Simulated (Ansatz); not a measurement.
`NB(F)[SiH3]` + H₂Se → `FB([SiH3])[SeH]` + NH₃  (ligand exchange at a B–N bond)

Computed with Ansatz on PBE0-D4/def2-TZVP structures; ΔE is electronic, products minus reactants. CCSD(T)/CBS is the MP2 limit (def2-TZVPP, def2-QZVPP) plus CCSD(T) − MP2 in def2-TZVPP, frozen cores. This one scheme is used for every species. For Se outer-core shells are correlated without core-valence functions, which leaves a few kJ/mol of doubt a bond. Scalar relativity is left out up to krypton. One conformer a species, not always the lowest.

`NB(F)[SiH3]`:

Cartesian coordinates in Å:
```
N -1.087 0.548 1.118
B -0.395 0.667 -0.083
F -0.638 1.750 -0.840
Si 0.946 -0.719 -0.719
H -1.753 1.237 1.431
H -0.965 -0.228 1.744
H 0.520 -1.322 -2.012
H 2.291 -0.113 -0.920
H 1.080 -1.819 0.279
```

H₂Se:

```xyz
3

Se    0.191    0.379    0.537
H     0.901   -0.478   -0.419
H    -1.091    0.099   -0.118
```

`FB([SiH3])[SeH]`:

Z-matrix (Å, degrees):
```
Si
B 1 2.029
H 1 1.489 2 110.1
H 1 1.487 2 110.4 3 120.3
H 1 1.489 2 110.0 3 -119.4
Se 2 1.938 1 119.5 3 -120.4
F 2 1.326 1 121.0 3 59.6
H 6 1.472 2 95.8 1 -179.9
```

NH₃:

Z-matrix (Å, degrees):
```
N
H 1 1.013
H 1 1.013 2 107.1
H 1 1.013 2 107.1 3 -114.5
```

```csv
level,ΔE (kJ/mol)
HF/CBS(def2),75.7
MP2/CBS(def2),52.2
```

Problem. What does CCSD(T)/CBS give? (An estimate is asked.)

Solution. The calculation gave: +55.7 kJ/mol. The listed levels differ from it by 20.0, -3.5 kJ/mol.

Largest T1 diagnostic among the species: 0.013.

The D4 term adds −3.7 kJ/mol with B3LYP and −1.9 kJ/mol with PBE0; it sums over pairs of atoms, weighted by their polarisabilities, and B3LYP, whose exchange is more repulsive, gets the larger term. In def2-TZVPP, CCSD(T) changes the Hartree–Fock value by −16.5 kJ/mol (the triples alone add −3.5 kJ/mol) and MP2 by −20.0 kJ/mol.

B3LYP here is the variant with VWN-RPA as its local correlation; programs differ in this.
